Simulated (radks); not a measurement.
Problem. Radial electron density D(r) = 4 pi r^2 rho(r) of an atom or ion with 62 electrons. All-electron calculation, Dirac Kohn-Sham, exchange-only LDA, spin-unpolarised, spherical densities, finite nucleus; Fermi nuclear charge, rms radius of each element as measured or else 0.836 A^(1/3) + 0.57 fm. Program: a radial shooting solver on a logarithmic mesh with Libxc functionals.

r (bohr),D(r) (e/bohr)
0.001946,12.00
0.002616,18.59
0.003545,28.25
0.004805,41.18
0.006512,56.73
0.008826,72.52
0.01196,84.21
0.01608,87.33
0.02179,82.02
0.02954,77.09
0.04003,85.69
0.05425,105.7
0.07353,111.7
0.09886,93.86
0.134,86.26
0.1816,99.61
0.2461,80.28
0.3335,44.70
0.452,47.02
0.6126,44.37
0.8236,23.76
1.116,13.07
1.513,8.495
2.05,3.592
2.779,0.8963
3.766,0.1620
5.063,0.02342
6.861,0.001547

What is the nuclear charge?

Solution. Z = 64. The innermost maximum, from 1s, lies near gamma/Z bohr with gamma = sqrt(1 - (Z/c)^2) = 0.884, here 0.0138 bohr (found: 0.0153), and its height grows with Z. The density is that of the gadolinium ion Gd2+ in [Xe] 4f7 5d1; the configuration itself is not fixed sharply by these data, and Z only to a few units. D(r) has 4 maxima, at r = 0.0153, 0.0673, 0.187, 0.514 bohr, and minima at 0.0295, 0.124, 0.370 bohr, inside which lie 2.02, 11.17, 29.30 electrons.
